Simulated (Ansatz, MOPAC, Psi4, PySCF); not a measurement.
Species: BNH₃ (charge +1, singlet). SMILES: B=[NH2+]
Geometry from a B3LYP-D3(BJ)/def2-TZVP (Ansatz, a first-principles code) optimisation:
```
N
B 1 1.3115
H 1 1.0214 2 123.45
H 1 1.0214 3 113.09 2 180.00
H 2 1.1685 3 155.55 1 180.00
```
Charge +1, spin multiplicity 1.

Wanted: vertical electron affinity to the doublet, in eV. Terms: no spin-orbit coupling; non-relativistic; open shells spin-unrestricted; each state is the SCF solution reached for its charge and spin; valence correlation only; no dispersion term unless named; 6-31G* and kin with 6d, 5d where marked; 6-311+G** with 5d. Ab initio and DFT rows: single points at B3LYP-D3(BJ) geometries (Ansatz). Semi-empirical rows: differences of heats of formation at the shared geometry for vertical values. Anions need diffuse functions, which STO-3G, LANL2DZ, def2-SVP, cc-pVDZ and Pople sets without + lack.

| level | program | vertical electron affinity to the doublet (eV) |
|---|---|---|
| AM1 | MOPAC | 5.45 |
| MNDO | MOPAC | 5.88 |
| HF/6-31G* | Ansatz | 5.37 |
| HF/6-311+G** | Ansatz | 5.57 |
| B3LYP/6-31G* | Ansatz | 6.11 |
| B3LYP/6-311+G** | Ansatz | 6.38 |
| M06-2X/6-31G* (5d) | PySCF | 5.97 |
| wB97X-D/6-31G* | Psi4 | 6.01 |
| MP2/6-31G* | Ansatz | 5.56 |
| MP2/6-311+G** | Ansatz | 5.94 |
| wB97M-V/def2-TZVPD | Ansatz | 6.13 |

No value to compare with is used here. The 10 habitual levels span 5.37 (HF/6-31G*) to 6.38 eV (B3LYP/6-311+G**); wB97M-V/def2-TZVPD gives 6.13.

The levels are drawn from those run, B3LYP/6-31G* more often than the rest, none by its result; left out are runs that failed, that the program found above a lower state of the same kind, or whose <S^2> lies over 0.5 above the pure value.
